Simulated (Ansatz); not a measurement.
`[CH3][SnH]([OH])[F]` + `BC(=C)Cl` → `[BH2][SnH]([OH])[F]` + `C=C(C)Cl`  (formal exchange of groups at the Sn–C bond)

Computed with Ansatz on PBE0-D4/def2-TZVP structures; ΔE is electronic, products minus reactants. CBS: MP2 limit from def2 TZ/QZ plus the TZ coupled-cluster correction, frozen cores. DFT in def2-TZVPP. B3LYP here is the variant with VWN-RPA as its local correlation; programs differ in this. HSE06 is defined as in plane-wave codes. Elements past krypton have def2 core potentials. For Sn outer-core shells are correlated without core-valence functions, which leaves a few kJ/mol of doubt a bond. Each species was taken in one conformer, which may not be the lowest.

| level | ΔE (kcal/mol) |
| --- | --- |
| PBE | 12.5 |
| r2SCAN | 13.0 |
| B3LYP | 12.9 |
| r2SCANh | 12.8 |
| HSE06 | 12.1 |
| BHLYP | 12.5 |
| RPA@PBE/def2-TZVPP | 12.8 |
| MP2/def2-QZVPP | 13.9 |

**Question.** What does CCSD(T)/CBS give? (An estimate is asked.)

**Answer.** Ansatz gave: +13.3 kcal/mol. The listed levels differ from it by -0.8, -0.3, -0.4, -0.5, -1.2, -0.8, -0.5, 0.6 kcal/mol.

Largest T1 diagnostic among the species: 0.014.

Leaving LDA and LC-ωPBE aside and taking each functional with its dispersion term where it has one, the values, not all of them listed here, spread over 1.5 kcal/mol, from ωB97X-V to BLYP-D4. In def2-TZVPP, CCSD(T) changes the Hartree–Fock value by +1.1 kcal/mol (the triples alone add +0.6 kcal/mol) and MP2 by +1.8 kcal/mol. From BLYP to BHLYP (50 % exact exchange), in def2-TZVPP and without D4, ΔE moves by −0.8 kcal/mol.
